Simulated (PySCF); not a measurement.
Mean harmonic wavenumber (cm⁻¹) of eight silicon and germanium compounds: PBE-D3(BJ) beside PBE0-D3(BJ), computed with PySCF for isolated molecules in the bases named; differences from unrounded values. The eight are the first of their class met in an unordered collection, after screening for sound electronic states; none was chosen by its value. Each level has its own optimised geometry.

| molecule | basis | PBE0-D3(BJ) | PBE-D3(BJ) | difference |
|---|---|---|---|---|
| CH4N2OSi, SMILES O=C=N[SiH2]N | def2-SVP | 1206 | 1163 | -43 |
| 2,2-difluoro-1-silylethanone (C2H4F2OSi), SMILES O=C([SiH3])C(F)F | def2-SVP | 1042 | 997 | -45 |
| Ge(OH)4 (GeH4O4), SMILES [Ge]([OH])([OH])([OH])[OH] | def2-SVP | 1162 | 1114 | -48 |
| C₂H₆O₂Si, SMILES O1C[SiH](O)C1 | def2-SVP | 1322 | 1272 | -50 |
| SiHClBr2, SMILES Br[SiH](Cl)Br | def2-SVP | 644 | 619 | -25 |
| Si(Me)(OH)2(PH2) (CH7O2PSi), SMILES C[Si](O)(O)P | def2-SVP | 1225 | 1184 | -42 |
| GeH₄SSe, SMILES S[Se][GeH3] | def2-SVP | 988 | 947 | -41 |
| C₂H₁₁NSi₃, SMILES [SiH2]1[Si@H](N[SiH2]1)CC | def2-SVP | 1224 | 1183 | -41 |

PBE-D3(BJ) lies below PBE0-D3(BJ) in 8 and above it in 0 of the eight; the mean signed difference is -42 and the largest -50 cm⁻¹.
